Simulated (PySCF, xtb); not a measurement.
C₃H₄BrCl, SMILES C/C=C(\Cl)Br.

Harmonic wavenumbers (cm⁻¹) from GFN2-xTB in xtb 6.7.1 at its own minimum, in rising order: 104, 189, 200, 218, 342, 412, 558, 750, 808, 993, 1023, 1120, 1256, 1394, 1461, 1466, 1669, 3007, 3021, 3061, 3077.

Q: What does TPSSh-D3(BJ)/def2-SVP in PySCF give at its own minimum? (An estimate is asked for; the answer gives what the named calculation found.)

A: 123, 200, 208, 238, 363, 462, 584, 826, 828, 971, 1046, 1126, 1289, 1399, 1468, 1476, 1689, 3028, 3094, 3152, 3179. Paired by order, the mean absolute difference is 32 cm⁻¹ and the zero-point energies are 37.4 and 38.2 kcal/mol.
